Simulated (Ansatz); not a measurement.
The cluster MoO2. Total charge 0; singlet. Geometry r2SCAN-D4/def2-TZVP.

| atom | x (Å) | y (Å) | z (Å) |
| --- | --- | --- | --- |
| Mo1 | 0.5899 | -1.4206 | -0.2677 |
| O2 | -0.5338 | 1.2857 | 0.2423 |
| O3 | -0.0561 | 0.1350 | 0.0254 |

In the def2 sets Mo takes a core potential; there is no spin–orbit coupling. The structure holds 1 bond(s) between oxygen atoms. The restricted singlet is unstable towards broken spin symmetry in Hartree–Fock (as tested in another run); at PBE-D4/def2-TZVP, BLYP-D4/def2-TZVP, r2SCAN-D4/def2-TZVP, PBE0-D4/def2-TZVP and others this wasn't settled. No other spin state of charge 0 was run. Another isomer (triplet) lies 7.24 eV lower at PBE0-D4/def2-TZVP; other spin states weren't run for this one.

Task: Estimate the orbital energies around the gap (eV) in Ansatz with PBE-D4/def2-TZVP, BLYP-D4/def2-TZVP, r2SCAN-D4/def2-TZVP, PBE0-D4/def2-TZVP, r2SCAN0-D4/def2-TZVP.

Result: 
| orbital | PBE-D4/def2-TZVP | BLYP-D4/def2-TZVP | r2SCAN-D4/def2-TZVP | PBE0-D4/def2-TZVP | r2SCAN0-D4/def2-TZVP |
| --- | --- | --- | --- | --- | --- |
| HOMO−5 | -12.50 | -12.36 | -12.84 | -14.12 | -14.37 |
| HOMO−4 | -12.50 | -12.36 | -12.84 | -14.12 | -14.37 |
| HOMO−3 | -6.56 | -6.46 | -6.64 | -7.44 | -7.54 |
| HOMO−2 | -6.56 | -6.46 | -6.64 | -7.44 | -7.54 |
| HOMO−1 | -4.79 | -4.74 | -5.07 | -6.33 | -6.62 |
| HOMO | -4.65 | -4.63 | -4.95 | -5.76 | -5.90 |
| LUMO | -4.64 | -4.50 | -4.37 | -3.32 | -3.19 |
| LUMO+1 | -3.58 | -3.53 | -3.48 | -2.73 | -2.67 |
| LUMO+2 | -3.58 | -3.53 | -3.48 | -2.71 | -2.67 |
| LUMO+3 | -3.46 | -3.50 | -3.17 | -2.71 | -2.58 |
| LUMO+4 | -0.83 | -0.79 | -0.53 | -0.28 | -0.07 |
| LUMO+5 | -0.83 | -0.79 | -0.53 | -0.28 | -0.07 |
